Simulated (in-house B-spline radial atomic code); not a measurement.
# PBEsol excitations of Lu IV (Lu3+)

Method: PBEsol. Computed with a B-spline radial code for spherical atoms: linear response of the closed shell [Xe] 4f14 with the functional's adiabatic kernel; scalar-relativistic (spin-free one-electron X2C), finite nucleus, no spin-orbit coupling, no double excitations, S, P, D and F terms only; shells from n = 3 respond. Only terms of natural parity with L up to 3 were computed.

Spin-orbit coupling is strong here, so these LS terms don't match observed levels.

Command:
```bash
python run_td.py task.json out
```
Settings (radii: box in bohr, nucleus in fm):
```
Z                        71
electrons                68
configuration            [Xe] 4f14
hamiltonian              x2c
method                   pbesol
box_radius               23.08
rms_radius               5.37
intervals                71
```

Time taken, with all properties: 7 s on 1 thread of Arm Neoverse N1, on a shared host.

The lowest states, in the order of their Tamm-Dancoff energies; the method's threshold (minus the highest occupied level) is 36.24 eV. Labels give the largest channel, * marks a mixed state, and oscillator strengths are full-response dipole values. Semilocal kernels can invert the small singlet-triplet splittings of Rydberg terms. Energies in eV:

| state | full response | Tamm-Dancoff | oscillator strength |
| --- | --- | --- | --- |
| 4f → 5d 3P | 10.662 | 10.706 | - |
| 4f → 5d 3F | 10.957 | 10.974 | - |
| 4f → 5d 1F | 11.451 | 11.464 | - |
| 4f → 6s 3F | 11.865 | 11.868 | - |
| 4f → 6s 1F | 11.998 | 12.003 | - |
| 4f → 5d 1P | 12.732 | 13.114 | 0.174 |
| 4f → 6p 3D | ? | ? | - |
| 4f → 6p 1D | 18.371 | 18.381 | - |
| 4f → 7s 3F | ? | ? | - |
| 4f → 7s 1F | 25.215 | 25.216 | - |

**Question.** Where does 4f → 7s 3F lie?

**Answer.** At 25.182 eV in full response, 25.183 eV in Tamm-Dancoff.

**Question.** Where does 4f → 6p 3D lie?

**Answer.** At 18.146 eV in full response, 18.150 eV in Tamm-Dancoff.

**Question.** How large is the singlet-triplet splitting of 4f → 5d (F terms) in Tamm-Dancoff?

**Answer.** 0.489 eV, from the unrounded values.

**Question.** What polarisabilities and dispersion coefficient does the method give?

**Answer.** Dipole 4.523 bohr³, quadrupole 8.408 bohr⁵, C6 22.25 hartree·bohr⁶ for two such species.
